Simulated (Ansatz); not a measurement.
PBE exchange is replaced step by step with exact exchange (0 % is PBE, 25 % PBE0; no dispersion term), basis def2-SVP, Ansatz. System: Al₇N₇. The state is a singlet with charge 0. Geometry: r2SCAN-D4/def2-SVP.

Geometry of the singlet:

```xyz
14

Al    0.800    2.029   -2.492
Al   -3.031    0.143    2.136
Al   -1.026    1.468   -0.522
Al   -0.957   -0.627    1.025
Al    1.442   -1.171    0.167
Al    2.662    0.042   -1.971
Al   -0.702   -2.348    2.787
N    -0.704    2.595   -1.825
N     2.310    1.370   -3.023
N    -2.068    0.941    0.898
N    -2.178   -1.408    2.405
N     2.890   -1.242   -0.818
N     0.473   -1.777    1.607
N     0.088   -0.015   -0.374
```

The restricted singlet is unstable towards broken spin symmetry at other levels; at PBE-D4/def2-SVP, PBE with 5 % exact exchange/def2-SVP, PBE with 10 % exact exchange/def2-SVP, PBE with 15 % exact exchange/def2-SVP and others this wasn't settled. The geometry of the singlet was relaxed on an unsound state (restricted singlet, unstable towards broken spin symmetry at other levels and untested here). At PBE0-D4/def2-TZVP a triplet of charge 0 lies 0.10 eV below the restricted singlet at the same geometry.

```json
{"exact exchange (%)": "0", "HOMO (eV)": "-5.01", "LUMO (eV)": "-4.94", "gap (eV)": "0.07"}
{"exact exchange (%)": "5", "HOMO (eV)": "-5.17", "LUMO (eV)": "-4.90", "gap (eV)": "0.27"}
{"exact exchange (%)": "10", "HOMO (eV)": "-5.32", "LUMO (eV)": "-4.85", "gap (eV)": "0.46"}
{"exact exchange (%)": "15", "HOMO (eV)": "-5.47", "LUMO (eV)": "-4.80", "gap (eV)": "0.66"}
{"exact exchange (%)": "25", "HOMO (eV)": "-5.76", "LUMO (eV)": "-4.70", "gap (eV)": "1.07"}
{"exact exchange (%)": "35", "HOMO (eV)": "-6.06", "LUMO (eV)": "-4.58", "gap (eV)": "1.48"}
{"exact exchange (%)": "50", "HOMO (eV)": "-6.50", "LUMO (eV)": "-4.38", "gap (eV)": "2.12"}
```
